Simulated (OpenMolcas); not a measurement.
## Mn2+, Tc2+, Re2+: d⁵ down the group

| Property | Result |
| --- | --- |
| Program | OpenMolcas 26.06 |
| Method | SS-CASPT2, IPEA 0.25 Eh, imaginary shift 0.1 Eh |
| Basis | ANO-R2 |
| Scalar Hamiltonian | X2C, finite nucleus |
| Spin-orbit coupling | RASSI with atomic mean-field integrals over the reference wave functions, term energies averaged over their components |

Active space for each ion: 5 electrons in 10 orbitals (d d); closed shells correlated by CASPT2: Mn2+ 3s 3p; Tc2+ 4s 4p; Re2+ 5s 5p.

Computed levels in cm-1 above ⁶S_5/2:

```
                               Level   Mn2+   Tc2+   Re2+
                              ⁴G_7/2  28240  21020  18800
                              ⁴G_9/2  28270  21140  20220
                             ⁴G_11/2  28280  21130  19840
                              ⁴P_1/2  31050  23720  21010
                              ⁴D_7/2  33870  24780  23220
                              ⁴D_1/2  33880  25270  25690
                             ²I_11/2  41310  30990  28730
                             ²I_13/2  41370  31360  31200
                           ²F_7/2(1)  45340  35220  37910
weight of ⁶S in the lowest level (%)    100     99     91
```

Mixed levels, with the weight of the term that names them: Re2+ ⁴G_7/2 (71 %), Re2+ ⁴P_1/2 (61 %), Re2+ ⁴D_7/2 (74 %), Re2+ ⁴D_1/2 (64 %), Re2+ ²F_7/2(1) (57 %).

Measured, with the error of the calculation in %. Measured levels: Mn2+ from Corliss and Sugar, J. Phys. Chem. Ref. Data 6, 1253 (1977); Re2+ from the list in Brasseur, Gamrath and Quinet, At. Data Nucl. Data Tables 157, 101636 (2024).

```json
{"Level": "⁴G_7/2", "Mn2+": "", "Re2+": "16890 (+11.3)"}
{"Level": "⁴G_9/2", "Mn2+": "", "Re2+": "18346 (+10.2)"}
{"Level": "⁴G_11/2", "Mn2+": "", "Re2+": "18020 (+10.1)"}
{"Level": "⁴D_7/2", "Mn2+": "32307 (+4.8)", "Re2+": "20453 (+13.5)"}
{"Level": "⁴D_1/2", "Mn2+": "32369 (+4.7)", "Re2+": ""}
{"Level": "²I_11/2", "Mn2+": "39174 (+5.4)", "Re2+": "26170 (+9.8)"}
{"Level": "²I_13/2", "Mn2+": "39176 (+5.6)", "Re2+": "28588 (+9.1)"}
{"Level": "²F_7/2(1)", "Mn2+": "42606 (+6.4)", "Re2+": ""}
```

Without spin-orbit coupling ⁴G lies 28260, 21080, 19500 cm-1 above ⁶S in that order; the difference to the level ⁴G_7/2, of either sign, comes from spin-orbit coupling, which also lowers the zero.

CASPT2 breaks the degeneracy within a term, and the mean is taken; among the terms shown or strongly mixed into the levels shown the widest spread is 390 cm-1 (5d⁵ ²G(1), Re2+). Active for correlation alone: 4d; no level in the range computed is led by a configuration that fills it, so any true level of that kind is missing (holds for Mn2+). Active for correlation alone: 5d; no level in the range computed is led by a configuration that fills it, so any true level of that kind is missing (holds for Tc2+). Active for correlation alone: 6d; no level in the range computed is led by a configuration that fills it, so any true level of that kind is missing (holds for Re2+). Computed and measured levels are paired by configuration, term and J; levels that our copy of the source lacks, or whose pairing is in doubt (as where it misses far off the trend of its configuration), stay unpaired and out of the deviations. Only configurations of the active space appear.

A number in round brackets counts repeated terms of one configuration in the order of the reference energies.
